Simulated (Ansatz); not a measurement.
Reaction (ligand exchange at the Sn–F bond): `[F][Sn]([Br])([Br])[Br]` + HBr → `[Br][Sn]([Br])([Br])[Br]` + H–F

Isolated molecules relaxed with PBE0-D4/def2-TZVP in Ansatz; ΔE leaves out vibrations. CCSD(T)/CBS is the MP2 limit (def2-TZVPP, def2-QZVPP) plus CCSD(T) − MP2 in def2-TZVPP, frozen cores. This one scheme is used for every species. Functionals use def2-TZVPP. def2 core potentials past Kr. For Br, Sn outer-core shells are correlated without core-valence functions, which leaves a few kJ/mol of doubt a bond. Scalar relativity is left out up to krypton.

Q: Is it downhill or uphill in electronic energy at CCSD(T)/CBS, and by how much? (Estimate.)

A: Computed: Downhill: ΔE = -56.4 kJ/mol.

Q: What do these levels give: r2SCAN-D4, r2SCAN0-D4, BHLYP-D4, r2SCAN, r2SCANh, r2SCAN0, CAM-B3LYP, RPA@PBE/def2-TZVPP, HF/def2-TZVPP, HF/def2-QZVPP, MP2/CBS(def2), CCSD/CBS(def2)? (Best estimate.)

A: Computed: r2SCAN-D4 -44.4, r2SCAN0-D4 -53.8, BHLYP-D4 -56.7, r2SCAN -43.2, r2SCANh -46.8, r2SCAN0 -52.1, CAM-B3LYP -35.5, RPA@PBE/def2-TZVPP -43.5, HF/def2-TZVPP -47.2, HF/def2-QZVPP -44.0, MP2/CBS(def2) -67.1, CCSD/CBS(def2) -56.1 kJ/mol.

Largest T1 diagnostic among the species: 0.010.

At CCSD(T), def2-SVP lies +15.6 kJ/mol from the extrapolated value and def2-TZVPP +6.1 kJ/mol. Leaving LDA and LC-ωPBE aside and taking each functional with its dispersion term where it has one, the values, not all of them listed here, spread over 22.9 kJ/mol, from HSE06-D4 to B97M-V. LDA lies −5.6 kJ/mol from PBE without D4.
